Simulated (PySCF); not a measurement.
Gas-phase reaction: 6 GeH2 + 2 O → 2 Ge2H6 + Ge2O2

Computed with PySCF and rigid-rotor harmonic-oscillator thermochemistry at 1 bar. † marks an energy on the PBE0/def2-TZVP geometry and frequencies; other levels use their own. MP2 and CCSD(T) freeze the core. 6-31G* has spherical d functions here. Open shells (unrestricted): O (multiplicity 3, electronic degeneracy 9); the rest are closed-shell singlets. Spin-orbit splitting is ignored; it lowers the true energy and changes the entropy of O. B3LYP is the form with VWN-RPA correlation. Ge: all electrons, no relativistic terms. GeH2, Ge2O2: computed as isolated molecules; such fragments, hydroxides, amides, oligomers or adducts are transient or little studied in the gas. MP2 isn't extrapolated to the basis-set limit; its ΔH°(298 K) is -2009.5 kJ in def2-SVP and -2144.2 kJ in def2-TZVPP. CCSD(T) isn't extrapolated to the basis-set limit; its ΔH°(298 K) is -1841.8 kJ in def2-SVP and -1976.6 kJ in def2-TZVPP. The harmonic model lacks anharmonicity and excited electronic states, which grow with temperature; levels with a mode under 35 cm⁻¹ are left out. Internal rotation in Ge2H6 is treated as a harmonic vibration of one conformer, which makes the entropy rough.

```tsv
level	ΔE electronic, kJ	ΔH°(298 K), kJ	ΔS°(298 K), J/K	ΔG°(2500 K), kJ
B3LYP/def2-TZVP†	-1937	-1874	-748	-81
BLYP/def2-TZVP†	-1927	-1864	-748	-71
CCSD(T)/def2-SVP†	-1905	-1842	-748	-49
HF/6-31G*	-1410	-1344	-758	482
HF/def2-TZVP†	-1469	-1406	-748	387
M06-2X/def2-TZVP†	-2045	-1982	-748	-189
MP2/def2-TZVPP†	-2207	-2144	-748	-352
PBE0/def2-QZVP†	-2047	-1984	-748	-191
PBE0/def2-TZVP	-2045	-1982	-748	-189
LDA/def2-TZVP†	-2446	-2383	-748	-590
ωB97M-V/def2-TZVP†	-2022	-1958	-748	-166
```
ΔH° is lowest at LDA/def2-TZVP† and highest at HF/6-31G*. No reference value is set beside these.
